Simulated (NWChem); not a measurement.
System: SiH$_{3}$O$_{2}$Cl; SMILES O[SiH](Cl)O

```xyz
7

Si    -0.0216     0.4669     0.4064
O     -1.3169     1.2407    -0.2364
O      1.3621     1.1484    -0.1789
Cl     0.0211    -1.5393    -0.1177
H     -0.1683     0.5522     1.8710
H     -1.3123     1.3969    -1.1861
H      2.1238     0.5732    -0.2951
```
Atoms are numbered in this order, from 1.

Level: PBE0/def2-SVP (NWChem), optimised geometry, unscaled harmonic frequencies. 

```
frequency (cm⁻¹)  IR intensity (km/mol)
----------------  ---------------------
157                                94.6
192                                29.6
249                                43.7
321                                77.2
365                                55.2
542                               103.1
759                                95.6
785                               111.9
838                               117.6
873                               274.7
911                               109.7
993                               191.1
2337                              103.2
3928                              125.3
3939                              119.3
```

```
Quantity                                                                           Result
-----------------------------------------------------------------------  ----------------
zero-point energy                                                           24.6 kcal/mol
thermal correction to the enthalpy at 298.15 K (with zero-point energy)     28.8 kcal/mol
heat capacity Cv                                                         19.2 cal/(mol K)
entropy at 298.15 K and 1 atm (symmetry number 1)                        76.3 cal/(mol K)
dipole moment                                                                      1.55 D
```

Rigid rotor and harmonic oscillator.
